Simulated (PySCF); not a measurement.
Bi(Me)2(SiH3) (C₂H₉BiSi), SMILES [CH3][Bi]([CH3])[SiH3].

Geometry: B3LYP-D3(BJ)/def2-SVP. The structure was generated by enumeration; whether it is a known compound was not checked. The def2 effective core potentials stand for the cores of Bi; spin–orbit coupling is left out.

All values below come from PySCF with PBE/def2-TZVP.

Symmetry labels are those of the subgroup Cs that the program uses (full group Cs).

### Question
List the valence orbital energies around the gap with their symmetry. (Estimate from the structure and the level; the computed values follow.)

### Answer

```tsv
orbital	symmetry	energy (eV)
HOMO−7	A'	-9.80
HOMO−6	A"	-9.59
HOMO−5	A"	-9.51
HOMO−4	A"	-8.29
HOMO−3	A'	-8.27
HOMO−2	A"	-6.80
HOMO−1	A'	-6.46
HOMO	A'	-5.81
LUMO	A'	-1.13
LUMO+1	A"	-1.12
LUMO+2	A'	-0.68
LUMO+3	A'	0.33
```
